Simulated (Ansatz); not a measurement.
Born–Oppenheimer molecular dynamics of C3H8SSi (13 atoms, charge 0, multiplicity 1). It starts from a relaxed structure.

Theory: UKS PBE0-D4/STO-3G in Ansatz.

- ensemble: NVT, Langevin thermostat
- time step: 0.5 fs
- steps asked: 131
- set temperature: 700 K
- friction: 0.01 /fs
- seed: 466560

First frame:

```xyz
13
Properties=species:S:1:pos:R:3
C -1.424 0.972 1.826
S 0.372 0.730 1.690
Si 0.359 -0.698 0.134
C 1.666 -0.637 -1.147
C 0.259 -0.173 -1.622
H -1.866 1.378 0.905
H -1.958 0.046 2.081
H -1.608 1.695 2.631
H -0.192 -1.996 0.449
H 2.041 -1.564 -1.585
H 2.432 0.139 -1.114
H 0.174 0.885 -1.876
H -0.235 -0.812 -2.356
```

Problem. What does the run give?

Solution. All steps were run.

* steps done: 131
* time covered: 65.5 fs
* mean temperature over the second half: 395 K
* spread of the potential energy over the second half: 11.3 meV per atom
* mean potential energy of the second half above the start: 45.7 meV per atom

The mean temperature of the second half is 44 % below the set value. A run of 0.066 ps of so small a system gives no equilibrium averages. Limits of this set-up: minimal basis.

Problem. What happens to the structure?

Solution. The same pairs are bonded in the first frame and the last. Pairs count as bonded within 1.25 times the sum of covalent radii (0.12 Å more for H–H). This is one draw of velocities; another would differ in detail.

Problem. How do temperature and energy run in time?

Solution. 
```csv
time (fs),T (K),potential energy less start (eV)
0.0,646,0.000
2.0,508,0.216
4.0,349,0.452
6.0,249,0.670
8.0,207,0.704
10.0,250,0.664
12.0,300,0.614
14.0,387,0.454
16.0,374,0.443
18.0,477,0.331
20.0,405,0.463
22.0,281,0.634
24.0,258,0.695
26.0,289,0.607
28.0,417,0.425
30.0,500,0.399
32.0,524,0.404
34.0,333,0.682
36.0,269,0.772
38.0,250,0.776
40.0,325,0.698
42.0,437,0.453
44.0,473,0.456
46.0,547,0.418
48.0,421,0.595
50.0,370,0.707
52.0,280,0.873
54.0,370,0.727
56.0,459,0.511
58.0,484,0.436
60.0,499,0.342
62.0,396,0.548
64.0,357,0.543
```

Run time: 9.2 min on 1 thread of Arm Neoverse V1 (shared host), peak memory 0.15 GiB.
